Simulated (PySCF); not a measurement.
Correlation energy of Cr²⁺ (chromium, charge +2)

[Ar] 3d4, high-spin 5D determinant. Computed with PySCF 2.14 in ANO-RCC-VTZP (6s5p3d2f1g, 59 functions), with scalar relativity by spin-free X2C-1e. Frozen: [Ne]; 12 electrons correlated.

MP2 pair energies summed by pair of shells (mhartree):

```csv
pair,energy,share (%)
3p-3d,-152.10,41.8
3p-3p,-99.17,27.3
3d-3d,-42.40,11.7
3s-3p,-38.11,10.5
3s-3d,-26.12,7.2
3s-3s,-5.57,1.5
```

Total MP2 correlation energy: -363.48 mhartree.

Same-spin part -122.34 and opposite-spin part -241.14 mhartree; SCS-MP2 scales them by 1/3 and 6/5 to -330.15 mhartree.
